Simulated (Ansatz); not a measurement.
Species: BSiH₄, charge 0, doublet. BSiH4 (SMILES B[SiH2], doublet).
B3LYP-D3(BJ)/def2-TZVP minimum from Ansatz (a program for electronic structure):
```xyz
6

B     -0.7753    -1.0677     0.3304
H     -0.3497    -1.9010     1.0648
H     -1.8734    -1.1604    -0.1174
Si     0.3212     0.4423    -0.1369
H     -0.0948     1.5399    -1.0374
H      1.6984     0.6683     0.3540
```
Charge 0, spin multiplicity 2.

Total energies in hartree (Ansatz). UHF or UKS for unpaired electrons; spin-orbit terms are left out. Cores are frozen in correlated methods. No relativity. Where a partner has so few electrons that a lower coupled-cluster level is exact, that level stands in.

```tsv
species	HF/cc-pV(T+d)Z	CCSD(T)/cc-pV(T+d)Z	HF/cc-pV(Q+d)Z	CCSD(T)/cc-pV(Q+d)Z	CCSDT(Q)/cc-pV(T+d)Z
1: BSiH4 (SMILES B[SiH2], doublet)	-315.89900	-316.16017	-315.90396	-316.17702	-316.16181
2: B (doublet)	-24.53207	-24.59810	-24.53297	-24.60084	-24.59852
3: H (doublet)	-0.49981	-0.49981	-0.49995	-0.49995	-0.49981
4: Si (triplet)	-288.85649	-288.93344	-288.85845	-288.93781	-288.93426
```

Task: Work out the atomisation energy (electronic, to ground-state atoms) in kcal/mol: take Hartree-Fock from cc-pV(Q+d)Z, extrapolate the CCSD(T) correlation energy as X^-3 (X = 3, 4), and add CCSDT(Q) - CCSD(T) in cc-pV(T+d)Z. 1 hartree = 627.51 kcal/mol.

Result: 
Species 1: correlation (64·(-0.27306) - 27·(-0.26117))/37 = -0.28174; step -0.00164; E1 = -315.90396 + (-0.28174) + (-0.00164) = -316.18734
Species 2: correlation (64·(-0.06787) - 27·(-0.06603))/37 = -0.06921; step -0.00042; E2 = -24.53297 + (-0.06921) + (-0.00042) = -24.60260
Species 3: correlation (64·(0.00000) - 27·(0.00000))/37 = 0.00000; step +0.00000; E3 = -0.49995 + (0.00000) + (+0.00000) = -0.49995
Species 4: correlation (64·(-0.07936) - 27·(-0.07695))/37 = -0.08112; step -0.00082; E4 = -288.85845 + (-0.08112) + (-0.00082) = -288.94039
-1·E1 +1·E2 +4·E3 +1·E4 = 0.64455 hartree = 404.5 kcal/mol.
